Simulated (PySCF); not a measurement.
**Dipole response of Cl⁺ (chlorine, charge +1)**

[Ne] 3s2 3p4, high-spin 3P determinant. Calculation: PySCF 2.14, in dyall-acv3z (19s12p6d4f, 113 functions); the spin-free X2C one-electron Hamiltonian (Gaussian nucleus). Coupled (time-dependent) response in atomic units; α is the mean over directions.

| method | mean α (bohr³) | α xx, yy, zz | C₆ (like pair) | S(−4) |
| --- | --- | --- | --- | --- |
| UHF | 8.544 | 8.432, 8.768, 8.432 | 40.30 | 17.38 |
| PBE | 8.815 | 8.625, 9.194, 8.625 | 41.86 | 19.00 |
| PBE0 | 8.669 | 8.507, 8.993, 8.507 | 40.99 | 18.12 |
| HSE06 | 8.671 | 8.505, 9.003, 8.505 | 40.99 | 18.12 |

S(−4) is the Cauchy moment in α(ω) = α(0) + S(−4) ω² + …

α(iu) at HSE06:

```json
{"u (hartree)": "0", "α(iu) (bohr³)": "8.671"}
{"u (hartree)": "0.0500", "α(iu) (bohr³)": "8.626"}
{"u (hartree)": "0.100", "α(iu) (bohr³)": "8.494"}
{"u (hartree)": "0.200", "α(iu) (bohr³)": "8.009"}
{"u (hartree)": "0.300", "α(iu) (bohr³)": "7.324"}
{"u (hartree)": "0.500", "α(iu) (bohr³)": "5.791"}
{"u (hartree)": "0.750", "α(iu) (bohr³)": "4.162"}
{"u (hartree)": "1.00", "α(iu) (bohr³)": "3.021"}
{"u (hartree)": "1.50", "α(iu) (bohr³)": "1.736"}
{"u (hartree)": "2.00", "α(iu) (bohr³)": "1.114"}
{"u (hartree)": "3.00", "α(iu) (bohr³)": "0.5771"}
{"u (hartree)": "5.00", "α(iu) (bohr³)": "0.2517"}
```

For an ion, C₆ is the dispersion term alone; charge-induced terms of lower order in 1/R come first.

The components differ because the open shell of this determinant is not spherical; for a pure term their mean is the scalar polarisability.
